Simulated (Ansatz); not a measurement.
F2HOSn, SMILES `[OH][Sn]([F])[F]` radical, relaxed with UKS PBE-D4/def2-SVP in the Gaussian-basis code of Ansatz from a rough embedded geometry. The force threshold is 0.03 eV/Å; the program also tests the step.

The species carries charge 0 and has multiplicity 2. Sn takes the def2 core potential.

Start:

```xyz
5

O    -1.310   -0.003   -0.462
Sn    0.430   -0.457    0.245
F     1.145    1.101    1.098
F     1.612   -0.932   -1.151
H    -1.878    0.291    0.270
```

By how much does the energy fall, and how many steps does the optimiser take? (Best estimate.)

The calculation gave: 0.23 eV, in 4 steps.

Which bonds change most? (An estimate is asked.)

Ansatz gave: O1–Sn2 from 1.933 to 2.031 Å; Sn2–F4 from 1.890 to 1.964 Å; Sn2–F3 from 1.915 to 1.974 Å; O1–H5 from 0.971 to 0.982 Å.

Give the relaxed structure. (Best estimate.)

Ansatz gave: 
```xyz
5

O    -1.347   -0.094   -0.458
Sn    0.466   -0.534    0.346
F     1.175    1.134    1.126
F     1.596   -0.887   -1.221
H    -1.889    0.381    0.207
```
